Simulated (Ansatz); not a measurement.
`[CH3][GeH]1[O][SiH2]1` and `F[CH2][GeH]1[O][SiH2]1` differ in one atom or group.

Ansatz, PBE0-D4/def2-TZVP geometries, multiplicity 1. Each molecule was computed in one conformer, which needn't be the lowest.

Scalar relativity is left out up to krypton.

```json
{"property": "HOMO energy (ωB97M-V/def2-TZVPP) / eV", "`[CH3][GeH]1[O][SiH2]1`": "-8.78"}
{"property": "HOMO–LUMO gap (PBE/def2-TZVPP) / eV", "`[CH3][GeH]1[O][SiH2]1`": "4.04"}
{"property": "size of the dipole moment (B3LYP/def2-TZVPP) / D", "`[CH3][GeH]1[O][SiH2]1`": "1.97"}
{"property": "HOMO–LUMO gap (B3LYP/def2-TZVPP) / eV", "`[CH3][GeH]1[O][SiH2]1`": "5.50"}
{"property": "HOMO energy (B3LYP/def2-TZVPP) / eV", "`[CH3][GeH]1[O][SiH2]1`": "-6.55"}
{"property": "HOMO energy (PBE/def2-TZVPP) / eV", "`[CH3][GeH]1[O][SiH2]1`": "-5.67"}
```

Question: Give the same properties after the change, and the shifts. (Estimate.)

Answer: The calculation gave: 
| property | `F[CH2][GeH]1[O][SiH2]1` | shift |
| --- | --- | --- |
| HOMO energy (ωB97M-V/def2-TZVPP) / eV | -9.07 | -0.29 |
| HOMO–LUMO gap (PBE/def2-TZVPP) / eV | 4.04 | 0.00 |
| size of the dipole moment (B3LYP/def2-TZVPP) / D | 2.79 | 0.82 |
| HOMO–LUMO gap (B3LYP/def2-TZVPP) / eV | 5.52 | 0.02 |
| HOMO energy (B3LYP/def2-TZVPP) / eV | -6.83 | -0.28 |
| HOMO energy (PBE/def2-TZVPP) / eV | -5.92 | -0.25 |

Dipoles are sizes alone; their direction can turn.

B3LYP here is the variant with VWN-RPA as its local correlation; programs differ in this.
